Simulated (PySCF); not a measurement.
## BeSe: script and output

Input:

```python
from pyscf import gto, scf

mol = gto.M(
    atom='Be 0 0 0; Se 0 0 1.737',
    basis='ano-rcc-vdzp',
    charge=0,
    spin=0,
    verbose=4,
)
mf = scf.RHF(mol)
mf = mf.sfx2c1e()
mf = mf.density_fit(auxbasis='def2-universal-jkfit')
mf.kernel()
mf.nuc_grad_method().kernel()
mf.dip_moment()
print('orbital energies (hartree):', mf.mo_energy[..., max(0, mol.nelec[1]-3):mol.nelec[0]+3].round(4))
```

```bash
$ OMP_NUM_THREADS=1 python input.py
```

Output (some set-up lines and the per-cycle HOMO/LUMO lines with their warnings removed):

```
PySCF version 2.14.0

[INPUT] Symbol           X                Y                Z      unit          X                Y                Z       unit  Magmom
[INPUT]  1 Be     0.000000000000   0.000000000000   0.000000000000 AA    0.000000000000   0.000000000000   0.000000000000 Bohr   0.0
[INPUT]  2 Se     0.000000000000   0.000000000000   1.737000000000 AA    0.000000000000   0.000000000000   3.282454278370 Bohr   0.0

nuclear repulsion = 41.4324125993782
number of shells = 6
number of NR pGTOs = 187
number of NR cGTOs = 41
basis = ano-rcc-vdzp
ecp = {}

******** <class 'pyscf.df.df_jk.DFsfX2C1eRHF'> ********
method = DFsfX2C1eRHF
initial guess = minao
damping factor = 0
level_shift factor = 0
DIIS = <class 'pyscf.scf.diis.CDIIS'>
SCF conv_tol = 1e-09
SCF max_cycles = 50

******** <class 'pyscf.x2c.sfx2c1e.SpinFreeX2CHelper'> ********
approx = 1e
xuncontract = 1
Initial guess from minao.
******** <class 'pyscf.df.df.DF'> ********
auxbasis = def2-universal-jkfit
init E= -2443.07072234334
cycle= 1 E= -2442.63750137666  delta_E= 0.433  |g|= 0.289  |ddm|= 2.16
cycle= 2 E= -2442.67332956945  delta_E= -0.0358  |g|= 0.197  |ddm|= 0.928
cycle= 3 E= -2442.68895609909  delta_E= -0.0156  |g|= 0.0391  |ddm|= 0.333
cycle= 4 E= -2442.69172061152  delta_E= -0.00276  |g|= 0.0186  |ddm|= 0.17
cycle= 5 E= -2442.69256275027  delta_E= -0.000842  |g|= 0.00579  |ddm|= 0.124
cycle= 6 E= -2442.69264399412  delta_E= -8.12e-05  |g|= 0.000629  |ddm|= 0.0488
cycle= 7 E= -2442.6926445579  delta_E= -5.64e-07  |g|= 0.000183  |ddm|= 0.00309
cycle= 8 E= -2442.69264457314  delta_E= -1.52e-08  |g|= 3.13e-05  |ddm|= 0.000357
cycle= 9 E= -2442.69264457396  delta_E= -8.14e-10  |g|= 5.48e-06  |ddm|= 0.000121
Extra cycle  E= -2442.69264457399  delta_E= -3.64e-11  |g|= 2.61e-06  |ddm|= 1.49e-05
converged SCF energy = -2442.69264457399

******** <class 'pyscf.df.grad.rhf.Gradients'> for <class 'pyscf.df.df_jk.DFsfX2C1eRHF'> ********
unit = Eh/Bohr
--------------- DFsfX2C1eRHF gradients ---------------
         x                y                z
0 Be    -0.0000000000    -0.0000000000     0.0821230188
1 Se     0.0000000000     0.0000000000    -0.0821230188
----------------------------------------------
Dipole moment(X, Y, Z, Debye):  0.00000,  0.00000, -5.33102
orbital energies (hartree): [-0.4095 -0.3303 -0.3303 -0.0391  0.1111  0.1111]
```

In short: E(SCF) = -2442.692645 Eh, 9 cycles, μz(SCF) = -5.33 D, gradient on the second atom -0.0821 Eh/bohr.

Run time: 2.3 s on 1 thread of Arm Neoverse V1 (shared host), peak memory 0.15 GiB.

Stability towards an unrestricted solution was not tested. The bond length is a typed value, not an optimised one.
